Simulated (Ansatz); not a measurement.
`CC(C)[NH][Sn]([Cl])([Cl])[Cl]` + HI → `[Cl][Sn]([Cl])([Cl])[I]` + `CC(C)N` at 298.15 K and 1 bar (ligand exchange at the Sn–N bond).

Gas-phase electronic energies from Ansatz, PBE0-D4/def2-TZVP geometries. CCSD(T)/CBS is the MP2 limit (def2-TZVPP, def2-QZVPP) plus CCSD(T) − MP2 in def2-TZVPP, frozen cores. def2 core potentials past Kr. For I, Sn outer-core shells are correlated without core-valence functions, which leaves a few kJ/mol of doubt a bond. Each species was taken in one conformer, which may not be the lowest.

```json
{"species": "`CC(C)[NH][Sn]([Cl])([Cl])[Cl]`", "CCSD(T)/CBS energy (Eh)": "-1767.19862", "H − E (kJ/mol)": "334.1", "S (J/(mol·K))": "479.3"}
{"species": "HI", "CCSD(T)/CBS energy (Eh)": "-298.03592", "H − E (kJ/mol)": "22.7", "S (J/(mol·K))": "206.5"}
{"species": "`[Cl][Sn]([Cl])([Cl])[I]`", "CCSD(T)/CBS energy (Eh)": "-1890.98666", "H − E (kJ/mol)": "34.8", "S (J/(mol·K))": "399.4"}
{"species": "`CC(C)N`", "CCSD(T)/CBS energy (Eh)": "-174.28253", "H − E (kJ/mol)": "334.6", "S (J/(mol·K))": "299.1"}
```

H − E and S are ideal-gas, rigid-rotor, harmonic terms from PBE0-D4/def2-TZVP, for one conformer and one mirror image of each species. 1 Eh = 2625.50 kJ/mol, R = 8.31446 J/(mol·K).

Task: By hand: ΔE, ΔH, ΔS and ΔG.

Result: ΔE = (-1890.98666) + (-174.28253) − (-1767.19862) − (-298.03592) = -0.03465 Eh = -91.0 kJ/mol. Δ(H − E) = 34.8 + 334.6 − 334.1 − 22.7 = 12.6, so ΔH = -78.4 kJ/mol. ΔS = 399.4 + 299.1 − 479.3 − 206.5 = 12.7 J/(mol·K). ΔG = -78.4 − 298.15 × (12.7)/1000 = -82.2 kJ/mol.

Task: By hand: the equilibrium constant, and the temperature at which ΔG would vanish if ΔH and ΔS stayed fixed.

Result: log₁₀ K = −ΔG/(RT ln 10) = 14.4. ΔH and −TΔS have one sign here, so there is no such temperature.

The number of gas molecules stays the same, so ΔS is small and ΔH decides. A doubt of 5 kJ/mol in ΔE shifts log₁₀ K by 0.9 here. Other conformers and mirror images would add mixing entropy, several J/(mol·K) or more a flexible species. Modes under 60 cm⁻¹, often nearly free rotors, make the harmonic entropy too high. These are equilibria of isolated gas molecules and say nothing of rates. Largest T1 diagnostic: 0.011 (customary marks: 0.02 for closed shells, 0.045 for open ones).

ΔS is within the doubt of such terms, so its sign, and with it that verdict, could turn.
